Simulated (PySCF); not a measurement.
First SCF of a structure search on singlet [RbH2]-, at a hand-made linear geometry. PySCF input:

```python
from pyscf import gto, scf, dft
mol = gto.M(atom='''
Rb     0.000000     0.000000     0.000000
H      0.000000     0.000000     2.420000
H      0.000000     0.000000    -2.420000''',
    basis={'Rb': 'def2-TZVPD', 'H': 'def2-TZVPD'},
    ecp={'Rb': 'def2-TZVPD'},
    charge=-1, spin=0)
mf = dft.RKS(mol, xc='PBE0')
mf.grids.atom_grid = (50, 194)
aux = {'Rb': 'def2-universal-JKFIT', 'H': 'def2-universal-JKFIT'}
mf = mf.density_fit(auxbasis=aux)
mf.conv_tol = 1e-08
mf.diis_space = 10
mf.max_cycle = 60
mf.init_guess = 'minao'
mf.verbose = 4
mf.kernel()
```

Excerpt of the output (cycles and frontier levels):

```
init E= -22.2585154469805
  HOMO = -0.330217100046273  LUMO = -0.150409420653449  gap/eV = 4.89282
cycle= 1 E= -25.1195789576979  delta_E= -2.86  |g|=  0.4  |ddm|= 2.33
  HOMO = 0.0819019640854136  LUMO = 0.113197872953839  gap/eV = 0.85161
cycle= 2 E= -25.1561889817817  delta_E= -0.0366  |g|= 0.259  |ddm|= 1.55
  HOMO = -0.0285937250059516  LUMO = 0.0902745235230362  gap/eV = 3.23457
cycle= 3 E= -25.2134679121223  delta_E= -0.0573  |g|= 0.0497  |ddm|= 0.927
  HOMO = -0.0068617123590069  LUMO = 0.0951866270737463  gap/eV = 2.77688
cycle= 4 E= -25.2153702368875  delta_E= -0.0019  |g|= 0.00831  |ddm|= 0.101
  HOMO = -0.00650569932753187  LUMO = 0.0960607308170243  gap/eV = 2.79097
cycle= 5 E= -25.2153972346597  delta_E= -2.7e-05  |g|= 0.000709  |ddm|= 0.0184
  HOMO = -0.00628112964447158  LUMO = 0.096298532094526  gap/eV = 2.79133
cycle= 6 E= -25.2153976432639  delta_E= -4.09e-07  |g|= 5.79e-05  |ddm|= 0.00464
  HOMO = -0.00630072756264077  LUMO = 0.096300257090711  gap/eV = 2.79191
cycle= 7 E= -25.2153976470579  delta_E= -3.79e-09  |g|= 3.25e-06  |ddm|= 0.000263
  HOMO = -0.00629811042291517  LUMO = 0.0963016156203418  gap/eV = 2.79188
Extra cycle  E= -25.2153976470687  delta_E= -1.08e-11  |g|= 8.76e-07  |ddm|= 2.55e-05
converged SCF energy = -25.2153976470687
```

No lower solution of this spin was found by a stability analysis within the restricted form, which does not test spin polarisation.

The search for the lowest solution, with the stability check, took 4.3 s on 2 threads of a shared Intel Xeon @ 2.50GHz (Skylake/Cascade Lake) host, with 51 basis functions; the process peaked at 0.24 GiB.
